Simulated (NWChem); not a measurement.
System: SiHSF, singlet; SMILES F[Si]S

Here is an NWChem input.

```
start job
memory heap 200 mb stack 900 mb global 1100 mb
geometry units angstroms noautosym nocenter noautoz
  Si     0.657076     0.635192     0.000000
  F     -0.717008     1.522703     0.000000
  S     -0.256200    -1.315892     0.000000
  H      0.947276    -1.933272     0.000000
end
basis spherical
  * library def2-svp
end
dft
  xc pbe0
  iterations 150
end
cosmo
  do_cosmo_smd true
  solvent water
end
task dft energy
```

Low-valent species are run as closed-shell singlets; no triplet was tried in these runs. Coordinates come from a PBE0/def2-SVP optimisation. Solvent: water.

Level: PBE0/def2-SVP with SMD (1 M gas to 1 M solution), gas-phase geometry. Reactions with the solvent are ignored.

### Question
Give the results of this calculation. (PBE0/def2-SVP, SMD on the gas-phase geometry.) Quantities: solvation free energy (kcal/mol); cavity-dispersion-structure term (kcal/mol); dipole in solution (D).

### Answer
* **solvation free energy (kcal/mol)**: -1.9
* **cavity-dispersion-structure term (kcal/mol)**: 1.1
* **dipole in solution (D)**: 2.35
